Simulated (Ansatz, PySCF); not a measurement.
Dissociation curve of BeH (cation, charge +1), singlet.

Methods: UKS-PBE = unrestricted PBE/cc-pVTZ (Ansatz, a first-principles code); RKS-B3LYP/6-311+G** = restricted B3LYP/6-311+G**, spherical d in PySCF 2.14.0; FCI = full CI/cc-pVTZ, frozen core (Ansatz).

Energies relative to the lowest point of each curve near equilibrium, in kcal/mol:

| R / Å | UKS-PBE | RKS-B3LYP/6-311+G** |
|---|---|---|
| 1.13 | 9.6 | 8.6 |
| 1.29 | 0.3 | 0.1 |
| 1.38 | 0.4 | 0.6 |
| 1.41 | 1.0 | 1.4 |
| 1.65 | 11.4 | 13.1 |
| 1.79 | 19.8 | 22.2 |
| 2.19 | 42.8 | 48.3 |
| 2.38 | 49.7 | 58.9 |
| 2.66 | 56.1 | 71.9 |
| 2.88 | 59.3 | 79.8 |
| 3.98 | 65.2 | 98.8 |
| 5.23 | 64.9 | 102.2 |

Task: Predict the corresponding FCI column.

Result: 1.13: 8.8; 1.29: 0.1; 1.38: 0.6; 1.41: 1.3; 1.65: 12.6; 1.79: 21.2; 2.19: 43.8; 2.38: 51.8; 2.66: 60.3; 2.88: 64.6; 3.98: 71.1; 5.23: 71.6 (kcal/mol).

The unrestricted determinant behind UKS-PBE is spin-contaminated at 2.19 to 5.23 Å (<S²> up to 0.9, against 0.00 for a pure singlet). The restricted form behind RKS-B3LYP/6-311+G** keeps the bonding electrons paired and can't separate into open-shell fragments.
